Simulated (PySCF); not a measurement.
Converging GeO⁺ in the basis (PBE0)

PySCF, UKS reference; doublet, unpaired electrons π ↑; De to Ge⁺ + O without counterpoise correction.

| basis | relativity | functions | Re (Å) | ωe (cm⁻¹) | De (eV) | μ (D) |
| --- | --- | --- | --- | --- | --- | --- |
| def2-SVP | no relativity | 46 | 1.782 | 745 | 3.72 | -2.11 |
| cc-pVTZ-PP/cc-pVTZ | scalar-relativistic core potentials | 69 | 1.771 | 748 | 3.79 | -2.11 |
| def2-TZVPPD | no relativity | 94 | 1.773 | 752 | 3.80 | -2.03 |

**Question.** How does each smaller set differ from the one with most functions, def2-TZVPPD?

**Answer.** def2-SVP: +0.9 pm, -0.9 % in ωe, -0.08 eV in De; cc-pVTZ-PP/cc-pVTZ: -0.2 pm, -0.5 % in ωe, -0.01 eV in De. All at PBE0; the set with most functions is neither the basis-set limit nor always the best. The rows treat relativity differently, so the differences are not basis effects alone.

A positive dipole points towards O; it is taken about the centre of mass and depends on that origin. Spin–orbit coupling is left out. For an ion De counts to the pair picked by the measured ionisation energies or electron affinities, which need not be the lowest pair at this level. The state is the lowest determinant that a PBE0 search found; another state may lie lower at other levels.
